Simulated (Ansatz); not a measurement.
**Abstraction of H: CH2I2 + C2H5OS → CHI2 + C2H6OS**

Species: CH2I2 (diiodomethane) `ICI`, singlet; C2H5OS `[CH2]S(C)=O`, doublet; CHI2 `I[CH]I`, doublet; C2H6OS (dimethyl sulfoxide) `CS(C)=O`, singlet. A radical takes H: the energy is the difference in strength between two C–H bonds in different surroundings.

Shapes, held fixed at every level: PBE0-D4/def2-TZVP. Flexible molecules stand in one conformer, not always the lowest. Programs: Ansatz 0.2.0. The zero-point and thermal change to 298 K, harmonic and unscaled (PBE0-D4/def2-TZVP), is +1.4 kJ/mol.

```tsv
level	kind	ΔH(298 K) (kJ/mol)	less CCSD(T)/def2-TZVPP	CPU time (sum over the molecules)
MP2/def2-SVP	perturbation theory	-24.5	-2.1	–
MP2/def2-TZVPP	perturbation theory	-18.9	+3.5	–
PBE-D4/def2-TZVPP	GGA	-20.7	+1.7	38 s
r2SCAN-D4/def2-TZVPP	meta-GGA	-20.5	+1.9	71 s
B3LYP-D4/def2-TZVPP	global hybrid	-20.2	+2.2	58 s
PBE0-D4/def2-TZVPP	global hybrid	-21.6	+0.8	45 s
B2PLYP/def2-TZVPP	double hybrid	-21.3	+1.1	76 s
CCSD(T)/def2-TZVPP	coupled cluster or CI	-22.4	0.0	25 min
```

The highest level, CCSD(T)/def2-TZVPP, gives ΔH(298 K) = -22.4 kJ/mol; the levels span -24.5 to -18.9. The column of differences is taken from that level and isn't an error. No measured value is set beside it here. Spin contamination: CHI2 (⟨S²⟩ up to 0.78). Open shells run unrestricted. For atoms past krypton def2 sets carry core potentials with scalar relativity. Outer-core shells of I are correlated, in sets that cover them unevenly. Times are processor times on shared x86 and Arm servers, and rough.
